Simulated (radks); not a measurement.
Results of a calculation; reference values are marked as such.
The mean radii <r> (bohr) of the occupied orbitals of an atom or ion are listed with their occupations. Level of theory: Dirac Kohn-Sham, PBEsol, spin-unpolarised, spherical densities, finite nucleus; Fermi nuclear charge, rms radius of each element as measured or else 0.836 A^(1/3) + 0.57 fm (a radial shooting solver on a logarithmic mesh with Libxc functionals).

| orbital | occ. | <r> |
|---|---|---|
| 1s1/2 | 1 | 1.652 |

Name the element and its charge. Open shells, if any, fill j = l - 1/2 first.

Answer. Z = 1, hydrogen, charge 0: H in 1s1. The 1s radius gives Z: for a bare nucleus <r> = (2 gamma + 1)/(2Z) with gamma = sqrt(1 - (Z/c)^2), 1.5 bohr for Z = 1, and the self-interaction of the functional makes it slightly larger (1.652 here). The occupations add up to 1, and the charge is Z minus that.
